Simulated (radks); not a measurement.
The numbers below are computed, except where a source is named.
These are the eigenvalues of the occupied orbitals of an atom or ion with whole-number occupations (eV). Level of theory: scalar-relativistic Kohn-Sham, BLYP, spin-polarised, spherical densities, finite nucleus; Fermi nuclear charge, rms radius of each element as measured or else 0.836 A^(1/3) + 0.57 fm (a radial shooting solver on a logarithmic mesh with Libxc functionals).

orbital  eigenvalue
1s down   -7598.783
1s up     -7598.781
2s up     -902.0542
2s down   -901.1110
2p up     -773.1910
2p down   -772.4753
3s up     -106.4089
3s down   -104.3170
3p up      -69.8649
3p down    -67.8286
3d up      -13.0593
3d down    -11.3249

Which element is it, and in what charge state? The configuration may be excited. Open shells, if any, are filled with parallel spins first.

Answer. Z = 27, cobalt, charge +1: Co+ in [Ar] 3d8. The list shows which subshells hold electrons but not how many an open one holds; the 1s level, -279.25 hartree, gives Z - s = 23.6 by -(Z - s)^2/2, which with screening and relativity narrows Z to a few neighbours, and the depths of the outer levels then fix element, charge and occupations together.
